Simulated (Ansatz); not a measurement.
Isolated molecules relaxed with PBE0-D4/def2-TZVP in Ansatz; ΔE leaves out vibrations. CBS: MP2 limit from def2 TZ/QZ plus the TZ coupled-cluster correction, frozen cores. This one scheme is used for every species. DFT in def2-TZVPP. Each species was taken in one conformer, which may not be the lowest.

Consider the formal hydrolysis of the Si–Si bond: `C[Si](F)([SiH3])Cl` + H₂O → `C[Si](O)(F)Cl` + SiH₄.

CCSD(T)/CBS gives -124.6 kJ/mol.

**Question.** Another level gave -134.2 kJ/mol. Which?
A. RPA@PBE/def2-TZVPP
B. revPBE/def2-TZVPP
C. B2PLYP/def2-TZVPP
D. BHLYP/def2-TZVPP

**Answer.** C. B2PLYP -134.2, BHLYP -141.8, RPA@PBE/def2-TZVPP -128.6, revPBE -106.5 kJ/mol.

**Question.** What do rigid-rotor, harmonic-oscillator terms from PBE0-D4/def2-TZVP frequencies (298.15 K, 1 bar) make of the CCSD(T)/CBS value? (Estimate.)

**Answer.** The calculation gave: ΔZPE = -2.3 kJ/mol, ΔH = -130.2 kJ/mol, ΔS = -19 J/(mol·K), ΔG = -124.5 kJ/mol.

Largest T1 diagnostic among the species: 0.011.

At CCSD(T), def2-SVP lies −5.5 kJ/mol from the extrapolated value and def2-TZVPP −5.2 kJ/mol. From PBE to PBE0 (25 % exact exchange), in def2-TZVPP and without D4, ΔE moves by −7.6 kJ/mol. The D4 term adds +5.5 kJ/mol with B3LYP and +3.4 kJ/mol with PBE0; it sums over pairs of atoms, weighted by their polarisabilities, and B3LYP, whose exchange is more repulsive, gets the larger term.

CCSD(T)/CBS has its own doubt, a few kJ/mol and more with outer-core shells, so smaller differences from it don't rank the levels.

B3LYP here is the variant with VWN-RPA as its local correlation; programs differ in this.
